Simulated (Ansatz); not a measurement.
Steps of a relaxation of `[NH2][SnH]1[CH2][S]1` with RKS PBE0-D4/def2-TZVP.

```sh
$ ansatz run in.yaml --threads 4 --pin off --events-out ev --progress --plain --max-ram 10444MiB
```

```yaml
crystal:
  periodic: [false, false, false]
  atoms:
    - {symbol: N, position_ang: [-0.905930, 1.775416, -0.370247]}
    - {symbol: Sn, position_ang: [0.629310, 0.438711, -0.028332]}
    - {symbol: C, position_ang: [0.183774, -1.525428, 0.700587]}
    - {symbol: S, position_ang: [0.624523, -1.751009, -1.117853]}
    - {symbol: H, position_ang: [-1.797430, 1.261165, -0.420160]}
    - {symbol: H, position_ang: [-0.788397, 2.223796, -1.290858]}
    - {symbol: H, position_ang: [2.120096, 1.263651, 0.152315]}
    - {symbol: H, position_ang: [-0.871189, -1.741427, 0.950161]}
    - {symbol: H, position_ang: [0.893743, -1.991076, 1.407487]}
basis:
  gaussian: {orbitals: def2-TZVP}
hamiltonian: {xc: pbe0, dispersion: d4}
relax: {f_tol: 0.005, max_steps: 150}
```

Positions (Å) and forces (eV/Å) along the path, 10 of 10 steps:

```xyz
9
step=1 energy=-19269.7121 eV
N    -0.906    1.775   -0.370    0.032   -0.517   -0.514
Sn    0.629    0.439   -0.028   -0.339   -0.420   -0.110
C     0.184   -1.525    0.701    0.005    0.115    0.050
S     0.625   -1.751   -1.118   -0.122    0.585    0.689
H    -1.797    1.261   -0.420    0.543    0.305    0.016
H    -0.788    2.224   -1.291   -0.061   -0.257    0.588
H     2.120    1.264    0.152   -0.279   -0.169   -0.063
H    -0.871   -1.741    0.950    0.598    0.108   -0.205
H     0.894   -1.991    1.407   -0.377    0.251   -0.452
9
step=2 energy=-19269.7837 eV
N    -0.907    1.720   -0.351   -0.303   -0.054   -0.550
Sn    0.608    0.424   -0.019   -0.053    0.200    0.026
C     0.181   -1.487    0.717   -0.004   -0.259    0.063
S     0.597   -1.688   -1.095   -0.080   -0.210    0.057
H    -1.773    1.195   -0.512    0.348    0.281    0.072
H    -0.738    2.260   -1.208   -0.105   -0.217    0.451
H     2.079    1.220    0.103    0.157    0.115    0.051
H    -0.856   -1.727    0.961    0.180    0.055   -0.048
H     0.898   -1.965    1.386   -0.140    0.089   -0.123
9
step=3 energy=-19269.7972 eV
N    -0.917    1.704   -0.357   -0.159    0.024   -0.429
Sn    0.609    0.418   -0.029   -0.030    0.081   -0.018
C     0.187   -1.496    0.720    0.011   -0.053   -0.029
S     0.576   -1.718   -1.091   -0.035   -0.031    0.068
H    -1.778    1.196   -0.567    0.256    0.150    0.086
H    -0.735    2.306   -1.164   -0.055   -0.213    0.352
H     2.082    1.232    0.107    0.005    0.020    0.007
H    -0.843   -1.722    0.983    0.030    0.005   -0.019
H     0.908   -1.967    1.383   -0.025    0.017   -0.018
9
step=4 energy=-19269.7827 eV rejected
N    -0.914    1.657   -0.358    0.225   -0.089    0.140
Sn    0.619    0.380   -0.056   -0.027    0.242   -0.031
C     0.180   -1.516    0.730    0.055    0.014    0.102
S     0.599   -1.783   -1.062    0.014   -0.002   -0.072
H    -1.754    1.181   -0.651   -0.127    0.111   -0.153
H    -0.685    2.403   -1.003   -0.158   -0.122   -0.032
H     2.025    1.329   -0.016    0.007   -0.176    0.075
H    -0.859   -1.728    0.968    0.028    0.036    0.033
H     0.877   -1.969    1.431   -0.018   -0.014   -0.061
9
step=5 energy=-19269.8032 eV
N    -0.925    1.678   -0.363    0.038    0.080   -0.136
Sn    0.610    0.408   -0.044   -0.020    0.025   -0.005
C     0.190   -1.499    0.725    0.002    0.005   -0.003
S     0.572   -1.741   -1.081   -0.009   -0.003   -0.003
H    -1.775    1.189   -0.621    0.052    0.036   -0.004
H    -0.723    2.355   -1.095   -0.063   -0.130    0.138
H     2.072    1.247    0.079   -0.004   -0.004    0.005
H    -0.840   -1.715    0.990   -0.007   -0.008    0.003
H     0.907   -1.967    1.393    0.009    0.000    0.006
9
step=6 energy=-19269.7912 eV rejected
N    -0.911    1.676   -0.385   -0.336   -0.132    0.090
Sn    0.599    0.397   -0.065    0.094   -0.026   -0.012
C     0.189   -1.502    0.732   -0.053   -0.004    0.045
S     0.541   -1.766   -1.077    0.045    0.039   -0.017
H    -1.743    1.188   -0.692   -0.081   -0.013    0.044
H    -0.756    2.428   -1.036    0.247    0.101   -0.113
H     2.063    1.222    0.093    0.043    0.005   -0.011
H    -0.828   -1.759    1.020    0.050    0.084   -0.002
H     0.935   -1.931    1.394   -0.010   -0.055   -0.023
9
step=7 energy=-19269.8040 eV
N    -0.925    1.674   -0.367    0.007    0.020   -0.008
Sn    0.609    0.407   -0.048   -0.004    0.004    0.000
C     0.191   -1.498    0.727    0.000    0.001    0.003
S     0.564   -1.744   -1.081   -0.001   -0.004   -0.001
H    -1.771    1.188   -0.638   -0.001   -0.002   -0.007
H    -0.726    2.365   -1.080   -0.003   -0.018    0.016
H     2.071    1.243    0.082    0.001    0.002   -0.001
H    -0.838   -1.718    0.997    0.000   -0.001    0.001
H     0.912   -1.963    1.392    0.001    0.000   -0.002
9
step=8 energy=-19269.8041 eV
N    -0.926    1.674   -0.367   -0.009   -0.005    0.005
Sn    0.607    0.407   -0.047    0.004   -0.003    0.001
C     0.191   -1.499    0.728    0.002   -0.004    0.003
S     0.562   -1.744   -1.081   -0.003   -0.001   -0.002
H    -1.769    1.187   -0.648    0.002    0.003   -0.002
H    -0.723    2.369   -1.074    0.002    0.005   -0.005
H     2.069    1.243    0.080    0.002    0.002    0.001
H    -0.837   -1.720    1.000    0.002    0.001   -0.001
H     0.915   -1.963    1.391   -0.001    0.002   -0.001
9
step=9 energy=-19269.8041 eV
N    -0.928    1.673   -0.367   -0.009   -0.011    0.004
Sn    0.605    0.406   -0.047    0.001    0.001   -0.001
C     0.192   -1.500    0.730   -0.001   -0.001    0.002
S     0.557   -1.745   -1.081    0.000    0.001    0.001
H    -1.768    1.187   -0.659    0.005    0.004    0.001
H    -0.721    2.374   -1.067    0.003    0.005   -0.005
H     2.068    1.243    0.080    0.000    0.000    0.000
H    -0.835   -1.721    1.005    0.002    0.001   -0.001
H     0.918   -1.963    1.390   -0.001    0.000   -0.001
9
step=10 energy=-19269.8041 eV
N    -0.930    1.672   -0.367   -0.002   -0.001    0.000
Sn    0.605    0.406   -0.047    0.001   -0.001    0.000
C     0.192   -1.500    0.730    0.000    0.000    0.001
S     0.556   -1.745   -1.080    0.000    0.000   -0.001
H    -1.767    1.187   -0.664    0.001    0.001    0.000
H    -0.720    2.376   -1.063    0.000    0.000    0.000
H     2.068    1.243    0.078    0.000    0.000    0.000
H    -0.834   -1.721    1.006    0.000    0.001    0.000
H     0.919   -1.964    1.390    0.000    0.000    0.000
```

It took 36 s on 4 threads of an Arm Neoverse V1 on a shared host, with 0.47 GiB of host memory at the peak.
